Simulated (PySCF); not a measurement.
Relaxation of quartet Rb₃

Method: PySCF, UPBE0, basis Rb def2-TZVP with ECP28 (scalar-relativistic core potentials, no spin–orbit coupling, density fitting). A (50,194) grid was used.

A hand-made linear chain start, of D∞h symmetry, held to at least that symmetry:

```xyz
3
charge 0 multiplicity 4, angstrom
Rb    0.0000    0.0000    0.0000
Rb    0.0000    0.0000    4.3092
Rb    0.0000    0.0000   -4.3092
```

What does it relax to?

It ends at D∞h with no bonded pair. The molecule has come apart into Rb + Rb + Rb. A frequency run shows a minimum.

How much energy is released, and in how many steps?

31.4 kJ/mol in 8 steps.

At this level a doublet minimum of C2v symmetry lies 62 kJ/mol below this structure.
